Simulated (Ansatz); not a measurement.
Reaction (cleavage of the Ge–Si bond): `F[SiH](Cl)[GeH3]` + `C=CN[SiH2]Cl` → `C=C[N]([GeH3])[SiH2]Cl` + `F[SiH2]Cl`

Isolated molecules relaxed with PBE0-D4/def2-TZVP in Ansatz; ΔE leaves out vibrations. CBS: MP2 limit from def2 TZ/QZ plus the TZ coupled-cluster correction, frozen cores. This one scheme is used for every species. Functionals use def2-TZVPP. B3LYP here is the variant with VWN-RPA as its local correlation; programs differ in this. For Ge outer-core shells are correlated without core-valence functions, which leaves a few kJ/mol of doubt a bond. Scalar relativity is left out up to krypton. Each species was taken in one conformer, which may not be the lowest.

| level | ΔE (kJ/mol) | difference from CCSD(T)/CBS |
| --- | --- | --- |
| r2SCAN-D4 | 10.5 | 14.1 |
| PBE0-D4 | 13.9 | 17.5 |
| B3LYP-D4 | 6.1 | 9.7 |
| ωB97X-V | 3.2 | 6.8 |
| ωB97M-V | 2.5 | 6.1 |
| B2PLYP | 3.1 | 6.7 |
| r2SCAN | 12.3 | 15.9 |
| PBE0 | 19.5 | 23.1 |
| B3LYP | 16.1 | 19.7 |
| HF/def2-TZVPP | -0.2 | 3.4 |
| MP2/def2-TZVPP | -15.1 | -11.5 |
| SCS-MP2/def2-TZVPP | -14.7 | -11.1 |
| CCSD(T)/def2-TZVPP | -7.3 | -3.7 |
| MP2/def2-QZVPP | -13.2 | -9.6 |
| SCS-MP2/def2-QZVPP | -12.8 | -9.2 |
| MP2/CBS(def2) | -11.4 | -7.8 |
| CCSD(T)/CBS | -3.6 | 0 |

Largest T1 diagnostic among the species: 0.012.

From PBE to PBE0 (25 % exact exchange), in def2-TZVPP and without D4, ΔE moves by −5.3 kJ/mol. In def2-TZVPP, CCSD(T) changes the Hartree–Fock value by −7.1 kJ/mol (the triples alone add −2.2 kJ/mol) and MP2 by −14.9 kJ/mol. The D4 term adds −10.0 kJ/mol with B3LYP and −5.5 kJ/mol with PBE0; it sums over pairs of atoms, weighted by their polarisabilities, and B3LYP, whose exchange is more repulsive, gets the larger term.
